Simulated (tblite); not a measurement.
C₂H₈O₃Si₂.
Numbering: `[CH3:1][Si@H:2]1[O:3][CH2:4][O:5][SiH2:6][O:7]1` (hydrogens: H8, H9, H10 on C1; H11 on Si2; H12, H13 on C4; H14, H15 on Si6)

Computed with GFN2-xTB (tblite), gas phase: L-BFGS steps from a force-field or distance-geometry start until the largest atomic force falls under 0.01 eV/Å.

Step 27: E = -659.3668 eV
```
atom  x, y, z in Å  |  force x, y, z in eV/Å
C1      2.2696   -0.9526    0.2569    0.033  -0.033   0.018
Si2     0.8796    0.0599   -0.4977   -0.006  -0.001   0.042
O3     -0.3616   -0.9686   -0.7845   -0.006   0.004  -0.028
C4     -1.6770   -0.5469   -0.8006   -0.023   0.007  -0.033
O5     -2.0718    0.1614    0.3207    0.037   0.003  -0.019
Si6    -1.1987    1.3551    1.0155   -0.033   0.005  -0.011
O7      0.3588    1.1696    0.5806   -0.010   0.071  -0.002
H8      2.6058   -1.7203   -0.4275    0.020  -0.020  -0.054
H9      1.9635   -1.4378    1.1773   -0.033  -0.033   0.050
H10     3.1141   -0.3156    0.4868    0.037   0.037  -0.025
H11     1.1711    0.8225   -1.7115    0.033   0.004   0.012
H12    -2.3004   -1.4494   -0.8529   -0.031   0.007   0.021
H13    -1.8540    0.0670   -1.7010   -0.016  -0.035   0.024
H14    -1.5865    2.6540    0.4770   -0.007  -0.013   0.019
H15    -1.3169    1.1096    2.4390    0.006  -0.002  -0.016
```

Step 28: E = -659.3675 eV
```
atom  x, y, z in Å  |  force x, y, z in eV/Å
C1      2.2682   -0.9538    0.2571    0.030  -0.029   0.021
Si2     0.8788    0.0619   -0.4983    0.036   0.008   0.048
O3     -0.3611   -0.9666   -0.7890    0.019   0.004  -0.021
C4     -1.6770   -0.5482   -0.8020   -0.012  -0.011  -0.010
O5     -2.0686    0.1645    0.3167    0.005   0.007  -0.005
Si6    -1.1979    1.3568    1.0155   -0.020   0.015   0.000
O7      0.3604    1.1725    0.5814   -0.020   0.050  -0.017
H8      2.6045   -1.7224   -0.4276    0.011   0.003  -0.037
H9      1.9614   -1.4398    1.1781   -0.024  -0.015   0.021
H10     3.1133   -0.3163    0.4874    0.016   0.015  -0.029
H11     1.1731    0.8266   -1.7115    0.027  -0.008   0.032
H12    -2.2967   -1.4532   -0.8469   -0.049   0.000   0.021
H13    -1.8585    0.0591   -1.7043   -0.026  -0.008  -0.007
H14    -1.5866    2.6583    0.4821   -0.002  -0.028   0.020
H15    -1.3176    1.1083    2.4395    0.008  -0.001  -0.036
```

**Question.** Estimate the geometry and energy of step 29. (The exact step hangs on the optimiser's Hessian estimate; all steps are aligned on step 28, rigid shifts and turns removed.)

**Answer.** E = -659.3681 eV, largest force 0.070 eV/Å
```
atom  x, y, z in Å  |  force x, y, z in eV/Å
C1      2.2674   -0.9554    0.2578    0.017  -0.017   0.016
Si2     0.8790    0.0639   -0.4980    0.054   0.010   0.043
O3     -0.3601   -0.9644   -0.7931    0.031   0.008  -0.013
C4     -1.6771   -0.5497   -0.8034    0.003  -0.023   0.010
O5     -2.0660    0.1676    0.3129   -0.022   0.005   0.004
Si6    -1.1975    1.3583    1.0154   -0.004   0.015   0.004
O7      0.3615    1.1758    0.5817   -0.020   0.029  -0.029
H8      2.6032   -1.7240   -0.4285    0.003   0.022  -0.013
H9      1.9587   -1.4415    1.1793   -0.005   0.000  -0.009
H10     3.1127   -0.3166    0.4875   -0.001  -0.011  -0.027
H11     1.1750    0.8305   -1.7110    0.024  -0.019   0.048
H12    -2.2942   -1.4567   -0.8409   -0.052  -0.001   0.019
H13    -1.8631    0.0519   -1.7074   -0.033   0.009  -0.031
H14    -1.5862    2.6615    0.4870   -0.004  -0.025   0.016
H15    -1.3179    1.1067    2.4390    0.009  -0.002  -0.038
```

The energy changes by -0.0006 eV. The first-order estimate −F·Δx gives -0.0008 eV and the mean of the old and new forces, exact on a quadratic surface, -0.0006 eV. The step makes an angle of 72° with the force vector and moves no atom by more than 0.009 Å.

What follows is the cost of the whole relaxation. On one thread, Arm Neoverse V1 (aarch64), on a shared host, this took 0.3 s.
